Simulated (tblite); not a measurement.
Species: C3H2F3O (doublet state).
Bonds: C1–C2, C2–O3 (double), C2–C4, C4–F5, C4–F6, C4–F7. Hydrogens: H8, H9 on C1.
Bond orders are those of one Lewis drawing.

Computed with GFN2-xTB (tblite), gas phase: L-BFGS steps from a force-field or distance-geometry start until the largest atomic force falls under 0.01 eV/Å.

At the end of the run (lengths in Å): C1–C2 1.412, C4–F6 1.326, C2–C4 1.558, C2=O3 1.221, C1–H8 1.077, C4–F7 1.345, C4–F5 1.345, C1–C2–O3 126.3°, O3–C2–C4 119.9°, C1–C2–C4 113.7°, C2–C4–F6 113.0°, C1–C2–C4–F5 -58°.

Problem. These geometries were met on the way; a selection of coordinates is given. Order them by energy above the end point, lowest first.
A. C1–C2 1.413, C4–F6 1.329, C2–C4 1.563, C2=O3 1.219, C1–H8 1.073, C4–F7 1.344, C4–F5 1.344, C1–C2–O3 124.5°, O3–C2–C4 119.7°, C1–C2–C4 115.9°, C2–C4–F6 113.9°, C1–C2–C4–F5 -58°
B. C1–C2 1.425, C4–F6 1.334, C2–C4 1.590, C2=O3 1.200, C1–H8 1.100, C4–F7 1.347, C4–F5 1.345, C1–C2–O3 121.6°, O3–C2–C4 122.2°, C1–C2–C4 116.2°, C2–C4–F6 113.6°, C1–C2–C4–F5 -58°
C. C1–C2 1.412, C4–F6 1.326, C2–C4 1.554, C2=O3 1.222, C1–H8 1.077, C4–F7 1.343, C4–F5 1.343, C1–C2–O3 125.4°, O3–C2–C4 119.3°, C1–C2–C4 115.3°, C2–C4–F6 112.6°, C1–C2–C4–F5 -58°
D. C1–C2 1.413, C4–F6 1.329, C2–C4 1.581, C2=O3 1.225, C1–H8 1.082, C4–F7 1.345, C4–F5 1.345, C1–C2–O3 122.8°, O3–C2–C4 120.4°, C1–C2–C4 116.8°, C2–C4–F6 114.4°, C1–C2–C4–F5 -58°
E. C1–C2 1.484, C4–F6 1.367, C2–C4 1.524, C2=O3 1.248, C1–H8 1.077, C4–F7 1.360, C4–F5 1.352, C1–C2–O3 116.7°, O3–C2–C4 125.6°, C1–C2–C4 117.8°, C2–C4–F6 113.5°, C1–C2–C4–F5 -58°

Solution. C (0.007 eV), A (0.015 eV), D (0.031 eV), B (0.072 eV), E (0.243 eV).

```tsv
step	E above end (eV)	rms distance from the end, all atoms (Å)	largest force (eV/Å)	rms shift of all bonds from the end (Å)
7	0.007	0.035	0.150	0.002
5	0.015	0.042	0.214	0.003
3	0.031	0.051	0.387	0.009
1	0.072	0.057	1.550	0.017
0	0.243	0.065	3.555	0.034
```

Rows stand in the order of the answer.
